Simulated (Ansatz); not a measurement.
One change: `[NH2][Ta]([NH2])(=[S])[Cl]` becomes `[NH2][Ta]([NH2])([OH])=[S]`.

Ansatz, PBE0-D4/def2-TZVP geometries, multiplicity 1. Each molecule was computed in one conformer, which needn't be the lowest.

Elements past krypton have def2 core potentials.

```tsv
property	`[NH2][Ta]([NH2])(=[S])[Cl]`
ideal-gas entropy at 298 K and 1 bar (rigid rotor, harmonic PBE0-D4/def2-TZVP) / J/(mol·K)	385
HOMO–LUMO gap (ωB97M-V/def2-TZVPP) / eV	10.20
size of the dipole moment (B3LYP/def2-TZVPP) / D	4.43
LUMO energy (B3LYP/def2-TZVPP) / eV	-1.64
HOMO energy (ωB97M-V/def2-TZVPP) / eV	-9.59
HOMO–LUMO gap (PBE/def2-TZVPP) / eV	4.10
```

Question: What does the change do to each property? (Estimate.)

Answer: Ansatz gave: 
```json
{"property": "ideal-gas entropy at 298 K and 1 bar (rigid rotor, harmonic PBE0-D4/def2-TZVP) / J/(mol·K)", "`[NH2][Ta]([NH2])([OH])=[S]`": "388", "shift": "3"}
{"property": "HOMO–LUMO gap (ωB97M-V/def2-TZVPP) / eV", "`[NH2][Ta]([NH2])([OH])=[S]`": "10.56", "shift": "0.36"}
{"property": "size of the dipole moment (B3LYP/def2-TZVPP) / D", "`[NH2][Ta]([NH2])([OH])=[S]`": "3.31", "shift": "-1.12"}
{"property": "LUMO energy (B3LYP/def2-TZVPP) / eV", "`[NH2][Ta]([NH2])([OH])=[S]`": "-1.09", "shift": "0.55"}
{"property": "HOMO energy (ωB97M-V/def2-TZVPP) / eV", "`[NH2][Ta]([NH2])([OH])=[S]`": "-9.37", "shift": "0.22"}
{"property": "HOMO–LUMO gap (PBE/def2-TZVPP) / eV", "`[NH2][Ta]([NH2])([OH])=[S]`": "4.36", "shift": "0.26"}
```

With PBE0 the HOMO rises by 0.25 eV and the LUMO rises by 0.56 eV, so the gap widens by about 0.31 eV. PBE moves the HOMO by 0.27 eV and ωB97M-V by 0.22 eV. The zero-point energy changes by 29.3 kJ/mol with +3 modes. Dipoles are sizes alone; their direction can turn.

B3LYP here is the variant with VWN-RPA as its local correlation; programs differ in this.
